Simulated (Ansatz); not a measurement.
Input for Ansatz (a quantum-chemistry and plane-wave program): R-PBE/def2-TZVPPD on GeH4O2 (SMILES [OH][GeH2][OH]) with ghost functions, monomers drawn apart or pushed together. Files ending in .json are basis or fitting sets from the Basis Set Exchange.

Ansatz 0.2 input:
```yaml
crystal:
  periodic: [false, false, false]
  atoms:
    - {symbol: O, position_ang: [1.00359382, -0.95433350, -0.00968551]}
    - {symbol: Ge, position_ang: [-0.47690790, 0.02248636, -0.24237354]}
    - {symbol: O, position_ang: [-0.30372657, 1.59505425, 0.58343886]}
    - {symbol: H, position_ang: [1.78806361, -0.53920456, -0.38303570]}
    - {symbol: H, position_ang: [-0.67766233, 0.40253068, -1.71474951]}
    - {symbol: H, position_ang: [-1.57730660, -0.84070289, 0.38618405]}
    - {symbol: H, position_ang: [-0.19935862, 1.50038717, 1.53632849]}
basis:
  gaussian:
    orbitals: def2-TZVPPD.json
    ghost_atoms:
      - {symbol: C, position_ang: [0.55437547, -0.18411797, 4.56540182]}
      - {symbol: H, position_ang: [0.72663170, -0.72543171, 5.49433428]}
      - {symbol: H, position_ang: [1.02376283, 0.79759046, 4.63767825]}
      - {symbol: H, position_ang: [0.98692160, -0.73797655, 3.73343854]}
      - {symbol: H, position_ang: [-0.52045337, -0.07254508, 4.41852420]}
hamiltonian:
  xc: {name: PBE}
scf: {lower_state_search: off}
```

The head of its log:

```
WARN ansatz: RAYON_NUM_THREADS=1 ignored (pool sized by the plan → 1); use --threads N
Functional definition: PBE
these checks for a lower state are left out or cut short: stability, starts, cluster_reference, orbital_swaps, neighbouring_geometries, increment
integrals: 0.26 GiB planned
1341 factors; their error is unknown
mean field: 1.69 GiB planned
mean field evaluation 1: about -60655.2425 eV, gradient 9.1e1 eV
mean field evaluation 2: about -60564.6619 eV, gradient 2.2e2 eV
```

Problem. Predict the final total energy.

Solution. -2229.4963 hartree.
